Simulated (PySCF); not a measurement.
Delta-SCF ions had no search for a lower state. Excitations are Tamm–Dancoff values on a coarser integration grid. The basis has no diffuse functions, so Rydberg states are missing or too high.

Z-matrix (Å, degrees):
```
B
N 1 1.4284
H 2 1.0031 1 123.30
H 2 1.0031 3 113.42 1 179.73
N 1 1.4293 2 120.01 3 0.29
H 5 1.0034 1 122.95 2 -174.62
H 5 1.0034 6 113.22 1 -169.68
N 1 1.4294 2 120.00 3 -179.65
H 8 1.0034 1 122.94 2 -174.56
H 8 1.0034 9 113.21 1 -169.44
```
Charge 0, spin multiplicity 1.

Task: What is the computed vertical ionisation energy (Delta-SCF), brightest of the four lowest singlets (TDA) and HOMO–LUMO gap (M06-2X/def2-TZVP // B3LYP-D3(BJ)/def2-TZVP run with PySCF)?

Result: 
```yaml
vertical ionisation energy (Delta-SCF): 9.24 eV
brightest of the four lowest singlets (TDA): 7.32 eV
HOMO–LUMO gap: 9.42 eV
```
